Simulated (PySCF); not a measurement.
**Cost of excited-state runs on SMILES C1=[CH][GeH2][CH]=C1, C$_{4}$H$_{6}$Ge**

Structure with atom numbers: `[CH:1]1=[CH:2][GeH2:3][CH:4]=[CH:5]1`; H(Xn) means a hydrogen on atom n.

PySCF with density fitting, on 1 thread of an Arm Neoverse V1, shared host. Command: `OMP_NUM_THREADS=1 python excited_run.py task.json out`

(1) How long does each of these runs take, and how much memory?
- magnetisability and related constants, B3LYP/aug-cc-pVDZ; usual settings
- magnetisability and related constants, B3LYP/cc-pVDZ; usual settings
- magnetisability and related constants, B3LYP/pcSseg-1; usual settings

## Answers

(1) 
| run | level | basis functions | wall time | peak memory (GiB) |
| --- | --- | --- | --- | --- |
| magnetisability and related constants | B3LYP/aug-cc-pVDZ | 182 | 22 s | 0.78 |
| magnetisability and related constants | B3LYP/cc-pVDZ | 113 | 12 s | 0.69 |
| magnetisability and related constants | B3LYP/pcSseg-1 | 139 | 15 s | 0.82 |

Times from a shared host are rough.
